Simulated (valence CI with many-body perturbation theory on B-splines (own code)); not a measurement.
## P⁸⁺: configurations and terms from energies and g

Calculated by valence CI with perturbative core correlation (CI+MBPT): five valence electrons over a frozen Dirac-Fock core [He], radial functions for each j: 9 s, 9 p, 8 d, 6 f, 3 g, 1 h, with the one-electron correlation potential Σ1 (screened to all orders), the two-electron term Σ2, the three-electron term Σ3, Breit, model QED; selected single and double excitations, second order for the rest, scaled by the run's own slope (own B-spline code, finite nucleus).

No measured levels were compared; by estimate levels of excited configurations hold to 0.05 to 0.15 % of their energy, terms of the ground configuration to about 0.5 %. Among the levels kept, up to 2100 cm⁻¹ of a level comes from second order outside the variational space, and about a tenth of that is noise between levels of different J, which matters for small intervals.

```csv
No.,J,Parity,E (cm⁻¹),g
1,3/2,odd,0,1.999
2,3/2,odd,76187,0.812
3,5/2,odd,76766,1.199
4,1/2,odd,116500,0.664
5,3/2,odd,117530,1.322
6,5/2,even,345490,1.600
7,3/2,even,350530,1.734
8,1/2,even,353150,2.668
9,3/2,even,475710,0.799
10,5/2,even,475740,1.200
11,1/2,even,557120,1.976
12,3/2,even,584060,1.332
13,1/2,even,590350,0.691
14,3/2,odd,905810,1.333
```

Energies count from the lowest level. Strongly mixed levels and levels close to another of their J and parity are left out, so the numbers can have gaps.

(1) Give configuration and LS term of each level.

## Answers

(1) 1: 2s2.2p3 4S°; 2: 2s2.2p3 2D°; 3: 2s2.2p3 2D°; 4: 2s2.2p3 2P°; 5: 2s2.2p3 2P°; 6: 2s.2p4 4P; 7: 2s.2p4 4P; 8: 2s.2p4 4P; 9: 2s.2p4 2D; 10: 2s.2p4 2D; 11: 2s.2p4 2S; 12: 2s.2p4 2P; 13: 2s.2p4 2P; 14: 2p5 2P°.
